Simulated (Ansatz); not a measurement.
Calculated with Ansatz (gas phase, PBE0-D4/def2-TZVP geometries, no zero-point term in ΔE). CBS: MP2 limit from def2 TZ/QZ plus the TZ coupled-cluster correction, frozen cores. This one scheme is used for every species. For Ga outer-core shells are correlated without core-valence functions, which leaves a few kJ/mol of doubt a bond. Scalar relativity is left out up to krypton. Each species was taken in one conformer, which may not be the lowest.

`[CH3][Al]([Cl])[Cl]` + `O[BH][GaH2]` → `[CH3][Al]([Cl])[GaH2]` + `OBCl`  (redistribution)

```tsv
species	HF/CBS(def2) energy (Eh)
`[CH3][Al]([Cl])[Cl]`	-1200.78523
`O[BH][GaH2]`	-2025.22832
`[CH3][Al]([Cl])[GaH2]`	-2665.62144
`OBCl`	-560.38351
```

Problem. Work out ΔE.

Solution. ΔE = (-2665.62144) + (-560.38351) − (-1200.78523) − (-2025.22832) = 0.00860 Eh = +5.4 kcal/mol. CCSD(T)/CBS gives +5.0 kcal/mol.

Largest T1 diagnostic among the species: 0.014.

Leaving LDA and LC-ωPBE aside and taking each functional with its dispersion term where it has one, the values, not all of them listed here, spread over 2.9 kcal/mol, from PBE-D4 to ωB97X-V. From PBE to PBE0 (25 % exact exchange), in def2-TZVPP and without D4, ΔE moves by +0.8 kcal/mol. At CCSD(T), def2-SVP lies −2.0 kcal/mol from the extrapolated value and def2-TZVPP −0.6 kcal/mol.
